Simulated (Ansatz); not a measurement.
```yaml
crystal:
  periodic: [false, false, false]
  atoms:
    - {symbol: C, position_ang: [-0.651452, 0.394722, -0.134605]}
    - {symbol: N, position_ang: [0.236648, 0.034008, 0.062268]}
    - {symbol: C, position_ang: [0.246648, -0.967085, 0.003189]}
    - {symbol: Ge, position_ang: [1.299454, 0.648337, 0.365827]}
    - {symbol: F, position_ang: [0.832357, 1.796831, 0.318878]}
    - {symbol: H, position_ang: [-0.734580, 0.248938, -0.877631]}
    - {symbol: H, position_ang: [-0.607586, 1.044335, -0.087461]}
    - {symbol: H, position_ang: [-1.205465, 0.172785, 0.264158]}
    - {symbol: H, position_ang: [0.080772, -1.200730, -0.709645]}
    - {symbol: H, position_ang: [0.938105, -1.064420, 0.159240]}
    - {symbol: H, position_ang: [-0.228534, -1.102240, 0.409410]}
basis:
  gaussian: {orbitals: STO-3G}
total_charge: -1
magnetization: {spin_polarized: true, initial_magnetization: 1}
hamiltonian: {xc: {name: B97}, pseudopotentials: {relativity: scalar}}
output: {forces: true}
```

```sh
$ ansatz run in.yaml --threads 4 --pin off --events-out ev --progress --plain --max-ram 10444MiB
```

Shortened log:

```
Functional definition: B97
560 factors; integrals over basis functions are off by at most 4.8e-5 eV
mean field evaluation 1: about -62509.1746 eV, gradient 5.9e1 eV
mean field evaluation 2: about -62519.2500 eV, gradient 2.5e1 eV
mean field evaluation 4: about -62523.3804 eV, gradient 1.1e0 eV
mean field evaluation 8: about -62523.3694 eV, gradient 6.5e-3 eV
mean field -62523.36943260 eV, -2297.6914467862 hartree, gradient 4.1e-5 eV, S^2 0.750558; 0 other end points of the search recorded, 0 dependent functions left out
reference -62523.36944501 eV, -2297.6914472423 hartree; 34, 33 occupied and 10, 11 virtual orbitals, 560 factors
Total energy: -62523.36944501 eV, -2297.6914472423 hartree
Relativity: scalar
Atom 0 at    -0.651452     0.394722    -0.134605 Å, force   -33.088614   -14.621057   -14.913969 eV/Å
Atom 1 at     0.236648     0.034008     0.062268 Å, force    35.320841    19.746186    11.559161 eV/Å
Atom 2 at     0.246648    -0.967085     0.003189 Å, force    19.800024   -33.959247   -29.549570 eV/Å
Atom 3 at     1.299454     0.648337     0.365827 Å, force    61.719547   -22.286938    13.895206 eV/Å
Atom 4 at     0.832357     1.796831     0.318878 Å, force   -18.868497    52.259997    -1.510558 eV/Å
Atom 5 at    -0.734580     0.248938    -0.877631 Å, force    -9.448406    -6.174972   -37.210244 eV/Å
Atom 6 at    -0.607586     1.044335    -0.087461 Å, force     1.601621    72.431466     4.746742 eV/Å
Atom 7 at    -1.205465     0.172785     0.264158 Å, force   -38.983175   -15.295808    26.377477 eV/Å
Atom 8 at     0.080772    -1.200730    -0.709645 Å, force    -7.583927   -13.415490   -33.175510 eV/Å
Atom 9 at     0.938105    -1.064420     0.159240 Å, force    45.590635   -14.592704    10.757548 eV/Å
Atom 10 at    -0.228534    -1.102240     0.409410 Å, force   -56.060048   -24.091433    49.023718 eV/Å
Dipole moment:    -0.619458     0.004310    -0.192401 e Å
```

In this input the geometry is squeezed to about two thirds of its size. The run converged. The result belongs to that input, not to the molecule as meant.
